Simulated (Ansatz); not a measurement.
**Relative stability**

Two relaxed structures of CH3GaO, closed shell (PBE0-D4/def2-TZVP; forces vanish, vibrations not checked).

A:

```
6
angstrom
O 0.4797 -0.8638 0.7592
C 0.4461 0.4600 0.2423
Ga -0.8514 -0.7169 -0.5213
H -1.7792 -1.8559 -0.9584
H 1.3146 0.7641 -0.3460
H 0.1282 1.2366 0.9415
```

B:

| atom | x (Å) | y (Å) | z (Å) |
| --- | --- | --- | --- |
| O1 | -1.1207 | -1.2805 | -0.5625 |
| C2 | -0.1827 | -0.7008 | 0.0888 |
| Ga3 | 0.5653 | 1.0595 | 0.1317 |
| H4 | -1.2023 | -2.2149 | -0.2945 |
| H5 | 1.9266 | 1.2337 | -0.6187 |
| H6 | 0.1233 | 1.9511 | 1.3383 |

Program: Ansatz 0.2.0. Basis: def2-TZVPP. Cores are frozen in the correlated methods. Filled d shells of the heavier atoms are correlated. The def2 sets are not built for correlating such inner shells, so the correlated values are less sure here. B3LYP uses VWN-RPA correlation.

Question: Which structure is lower at CCSD(T), and by how much? (To be estimated.)

Answer: By the calculation: A, by 46.15 kcal/mol (electronic energy, against the other). By their contacts, A is CH₃GaO ([CH2]1[O][GaH]1) and B is CH₃GaO ([OH][C][GaH2]).

All methods give the same order:

| method | E(B) − E(A) (kcal/mol) |
| --- | --- |
| PBE-D4 | 47.27 |
| r2SCAN-D4 | 47.87 |
| PBE0-D4 | 47.18 |
| B3LYP-D4 | 43.98 |
| wB97M-V | 43.86 |
| HF | 34.14 |
| MP2 | 53.52 |
| CCSD | 44.70 |
| CCSD(T) | 46.15 |

No T1 diagnostic of these runs exceeds 0.022. The restricted Hartree–Fock reference is unstable towards an unrestricted one at one or more of these structures.

Labels in which every atom is bracketed show which atoms are joined, not bond orders.

For scale, one of the runs: CCSD(T)/def2-TZVPP, 152 basis functions, launched by `ansatz run in.yaml --threads 2 --pin off --events-out ev --progress --plain --max-ram 4352MiB`. Hardware: 2 CPU threads of an Arm Neoverse V1, shared host. Wall time 36 s; peak host memory 1 GiB.
